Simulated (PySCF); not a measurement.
C2H5S, charge -1, singlet, geometry from GFN2-xTB (in this run its highest filled SCF level lies above zero, so its values depend strongly on the basis, on diffuse functions most of all); R2SCAN/6-311G** (PySCF).

The PySCF input:
```python
from pyscf import gto, scf, dft

mol = gto.Mole()
mol.atom = '''
    C     0.000708    1.571299   -0.363228
    S    -0.000991    0.130738    0.536576
    C     0.000784   -1.561197   -0.442108
    H     0.907034    1.716463   -0.964811
    H    -0.903377    1.716504   -0.968163
    H    -0.000609   -2.352947    0.300181
    H    -0.891040   -1.616197   -1.061855
    H     0.894894   -1.616237   -1.058548
'''
mol.basis = '6-311g**'
mol.charge = -1
mol.spin = 0
mol.verbose = 4
mol.build()

mf = dft.RKS(mol)
mf.xc = 'r2scan'
mf.grids.atom_grid = (99, 590)
mf.grids.prune = None
mf.kernel()
```

Output, abridged:

```
PySCF version 2.14.0

[INPUT] verbose = 4
[INPUT] num. atoms = 8
[INPUT] num. electrons = 34
[INPUT] charge = -1
[INPUT] spin (= nelec alpha-beta = 2S) = 0
[INPUT] symmetry False subgroup None
[INPUT] Mole.unit = angstrom
[INPUT] Symbol           X                Y                Z      unit          X                Y                Z       unit  Magmom
[INPUT]  1 C      0.000708000000   1.571299000000  -0.363228000000 AA    0.001337926096   2.969324769803  -0.686401440774 Bohr   0.0
[INPUT]  2 S     -0.000991000000   0.130738000000   0.536576000000 AA   -0.001872718589   0.247059014073   1.013981685015 Bohr   0.0
[INPUT]  3 C      0.000784000000  -1.561197000000  -0.442108000000 AA    0.001481545282  -2.950234756493  -0.835463037479 Bohr   0.0
[INPUT]  4 H      0.907034000000   1.716463000000  -0.964811000000 AA    1.714045845669   3.243644972949  -1.823228551968 Bohr   0.0
[INPUT]  5 H     -0.903377000000   1.716504000000  -0.968163000000 AA   -1.707135117231   3.243722451720  -1.829562913937 Bohr   0.0
[INPUT]  6 H     -0.000609000000  -2.352947000000   0.300181000000 AA   -0.001150843210  -4.446425415617   0.567259877798 Bohr   0.0
[INPUT]  7 H     -0.891040000000  -1.616197000000  -1.061855000000 AA   -1.683821566032  -3.054169693344  -2.006615134000 Bohr   0.0
[INPUT]  8 H      0.894894000000  -1.616237000000  -1.058548000000 AA    1.691104570517  -3.054245282389  -2.000365809706 Bohr   0.0

nuclear repulsion = 100.320425922188
number of shells = 48
number of NR pGTOs = 147
number of NR cGTOs = 92
basis = 6-311g**
ecp = {}

******** <class 'pyscf.dft.rks.RKS'> ********
method = RKS
initial guess = minao
damping factor = 0
level_shift factor = 0
DIIS = <class 'pyscf.scf.diis.CDIIS'>
diis_start_cycle = 1
diis_space = 8
diis_damp = 0
SCF conv_tol = 1e-09
SCF conv_tol_grad = None
SCF max_cycles = 50
direct_scf = True
direct_scf_tol = 1e-13
XC library pyscf.dft.libxc version 7.1.2
    S. Lehtola, C. Steigemann, M. J. T. Oliveira, and M. A. L. Marques,  SoftwareX 7, 1–5 (2018)
XC functionals = r2scan
    J. W. Furness, A. D. Kaplan, J. Ning, J. P. Perdew, and J. Sun,  J. Phys. Chem. Lett. 11, 8208–8215 (2020)
    J. W. Furness, A. D. Kaplan, J. Ning, J. P. Perdew, and J. Sun,  J. Phys. Chem. Lett. 11, 9248–9248 (2020)
    J. W. Furness, A. D. Kaplan, J. Ning, J. P. Perdew, and J. Sun,  J. Phys. Chem. Lett. 11, 8208–8215 (2020)
    J. W. Furness, A. D. Kaplan, J. Ning, J. P. Perdew, and J. Sun,  J. Phys. Chem. Lett. 11, 9248–9248 (2020)
radial grids:
    Treutler-Ahlrichs [JCP 102, 346 (1995); DOI:10.1063/1.469408] (M4) radial grids

becke partition: Becke, JCP 88, 2547 (1988); DOI:10.1063/1.454033
pruning grids: None
grids dens level: 3
symmetrized grids: False
atomic radii adjust function: <function treutler_atomic_radii_adjust>
User specified grid scheme (99, 590)
small_rho_cutoff = 0
Set gradient conv threshold to 3.16228e-05
Initial guess from minao.
tot grids = 467280
init E= -477.241348606735
  HOMO = -0.243121017331342  LUMO = -0.0409281252935709  gap/eV = 5.50195
cycle= 1 E= -477.19571214728  delta_E= 0.0456  |g|= 0.587  |ddm|= 2.26
  HOMO = 0.191616110178218  LUMO = 0.252007118815525  gap/eV = 1.64332
cycle= 2 E= -476.905812780237  delta_E= 0.29  |g|= 1.06  |ddm|= 4.31
  HOMO = 0.0531290016122919  LUMO = 0.227590284856334  gap/eV = 4.74733
cycle= 3 E= -477.283012393882  delta_E= -0.377  |g|= 0.284  |ddm|= 3.89
  HOMO = 0.0568595494282818  LUMO = 0.210305448321933  gap/eV = 4.17548
cycle= 4 E= -477.307515086241  delta_E= -0.0245  |g|= 0.0856  |ddm|= 0.529
  HOMO = 0.0601771513442018  LUMO = 0.211780069456069  gap/eV = 4.12533
cycle= 5 E= -477.309383957604  delta_E= -0.00187  |g|= 0.015  |ddm|= 0.0905
  HOMO = 0.0596298601142575  LUMO = 0.212072332235675  gap/eV = 4.14817
cycle= 6 E= -477.30943959604  delta_E= -5.56e-05  |g|= 0.00803  |ddm|= 0.0322
  HOMO = 0.0592931251238656  LUMO = 0.21208865721359  gap/eV = 4.15778
cycle= 7 E= -477.309456090852  delta_E= -1.65e-05  |g|= 0.00138  |ddm|= 0.00962
  HOMO = 0.0592378551092106  LUMO = 0.212069644383133  gap/eV = 4.15876
cycle= 8 E= -477.309456558162  delta_E= -4.67e-07  |g|= 0.000355  |ddm|= 0.00199
  HOMO = 0.0592223816234563  LUMO = 0.212039058273636  gap/eV = 4.15835
cycle= 9 E= -477.309456596177  delta_E= -3.8e-08  |g|= 4.25e-05  |ddm|= 0.00056
  HOMO = 0.0592156931666319  LUMO = 0.212039587367599  gap/eV = 4.15855
cycle= 10 E= -477.309456596825  delta_E= -6.48e-10  |g|= 7.51e-06  |ddm|= 0.000108
  HOMO = 0.0592164946259283  LUMO = 0.212039870872746  gap/eV = 4.15854
Extra cycle  E= -477.309456596811  delta_E= 1.43e-11  |g|= 1.02e-05  |ddm|= 2.24e-05
converged SCF energy = -477.309456596811
```
